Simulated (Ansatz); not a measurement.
Molecule: CH4Si, net charge 0, singlet state. SMILES: [SiH2]=C
Geometry from a B3LYP-D3(BJ)/def2-TZVP (Ansatz, a first-principles code) optimisation:
```
Si
C 1 1.7009
H 2 1.0823 1 122.25
H 2 1.0823 3 115.51 1 180.00
H 1 1.4730 2 122.63 3 0.00
H 1 1.4730 5 114.74 2 -180.00
```
Charge 0, spin multiplicity 1.

Question: Give the harmonic wavenumbers at B3LYP-D3(BJ)/def2-TZVP (Ansatz, finite differences of forces, unscaled).

Answer: 464, 484, 730, 780, 834, 943, 1001, 1400, 2270, 2291, 3151, 3236 cm⁻¹. Zero-point energy 25.1 kcal/mol.

Question: From these and the geometry, give the ideal-gas thermochemistry at 298.15 K and 1 atm (rigid rotor, harmonic oscillator).

Answer: Point group C2v, rotational symmetry number 2. Rotational constants 105.5, 14.84, 13.01 GHz. S(trans) 37.28, S(rot) 18.92, S(vib) 2.36, S(elec, spin only) 0.00, S 58.6 cal/(mol K). H(298) - H(0) 2.89 kcal/mol; G - E(el) 10.6 kcal/mol.
